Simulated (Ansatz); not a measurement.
`O[SiH2][AsH2]` + H₂Te → `O[SiH2][TeH]` + `[AsH3]` at 400 K and 1 bar (cleavage of the Si–As bond).

Gas-phase electronic energies from Ansatz, PBE0-D4/def2-TZVP geometries. CBS: MP2 limit from def2 TZ/QZ plus the TZ coupled-cluster correction, frozen cores. def2 core potentials past Kr. For As, Te outer-core shells are correlated without core-valence functions, which leaves a few kJ/mol of doubt a bond. Scalar relativity is left out up to krypton. Each species was taken in one conformer, which may not be the lowest.

```csv
species,CCSD(T)/CBS energy (Eh),H − E (kJ/mol),S (J/(mol·K))
`O[SiH2][AsH2]`,-2602.30953,151.3,355.3
H₂Te,-268.91024,45.0,239.1
`O[SiH2][TeH]`,-634.44375,127.3,355.3
`[AsH3]`,-2236.79077,72.0,234.9
```

H − E and S are ideal-gas, rigid-rotor, harmonic terms from PBE0-D4/def2-TZVP, for one conformer and one mirror image of each species. 1 Eh = 2625.50 kJ/mol, R = 8.31446 J/(mol·K).

**Question.** By hand: ΔE, ΔH, ΔS and ΔG.

**Answer.** ΔE = (-634.44375) + (-2236.79077) − (-2602.30953) − (-268.91024) = -0.01475 Eh = -38.7 kJ/mol. Δ(H − E) = 127.3 + 72.0 − 151.3 − 45.0 = 3.0, so ΔH = -35.7 kJ/mol. ΔS = 355.3 + 234.9 − 355.3 − 239.1 = -4.2 J/(mol·K). ΔG = -35.7 − 400 × (-4.2)/1000 = -34.0 kJ/mol.

**Question.** By hand: the equilibrium constant, and the temperature at which ΔG would vanish if ΔH and ΔS stayed fixed.

**Answer.** log₁₀ K = −ΔG/(RT ln 10) = 4.4. ΔG = 0 at ΔH/ΔS = 8500 K, far beyond where these terms or the molecules hold.

The number of gas molecules stays the same, so ΔS is small and ΔH decides. A doubt of 5 kJ/mol in ΔE shifts log₁₀ K by 0.7 here. Other conformers and mirror images would add mixing entropy, several J/(mol·K) or more a flexible species. These are equilibria of isolated gas molecules and say nothing of rates. Largest T1 diagnostic: 0.011 (customary marks: 0.02 for closed shells, 0.045 for open ones).
